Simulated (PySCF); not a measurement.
**Gas-phase XPS of ScF3, computed**

Species: ScF3 (singlet state).
Z-matrix (Å and degrees, PBE0-D3(BJ)/def2-SVP geometry), rows numbered from 1:
```
Sc
F   1  1.8200
F   1  1.8218  2  119.42
F   1  1.8222  2  119.89  3   179.77
```

Method used: delta-SCF UKS SCAN, pcX-2 on the ionised atom (unc-x2c-TZVPall on a metal), pcseg-1 elsewhere, spin-free X2C (PySCF). Binding energies are ΔSCF values: E(core-ionised, relaxed orbitals) − E(ground state) at a fixed geometry, referred to the vacuum level.

What binding energy does each computed site have?

| atom(s) | environment | level | binding energy (eV) | 2p1/2 (eV) | count |
| --- | --- | --- | --- | --- | --- |
| Sc1 | scandium bonded to 3 F | Sc 2p3/2 | 409.01 | 413.59 | 1 |
| F2/F3/F4 | fluorine bonded to Sc | F 1s | 691.52 | – | 3 |

Give the binding energy of Sc 2p3/2 of Sc1 in hartree and in kJ/mol.

409.01 eV = 15.0308 Eh = 39463 kJ/mol.

Which photon energy gives electrons from Sc 2p3/2 of Sc1 a kinetic energy of 200 eV, and what is their de Broglie wavelength?

hν = 409.01 + 200 = 609.01 eV, recoil neglected; λ = 12.264 Å/√(E/eV) = 0.87 Å.

Atoms equivalent by their bonding share one computed value, that of the first of them. Spin–orbit and ligand-field terms were added within each 2p shell after the spin-free SCF. 2p1/2 minus 2p3/2 (ligand field included): Sc 4.58 eV. Satellites of the metal's 2p lines aren't described. Isolated species at its PBE0-D3(BJ)/def2-SVP geometry, gas phase. Metal 2p energies of this one-determinant scheme are less reliable than its 1s energies.

Time: 6.6 s wall. Hardware: one thread of an Arm Neoverse V1, shared host.
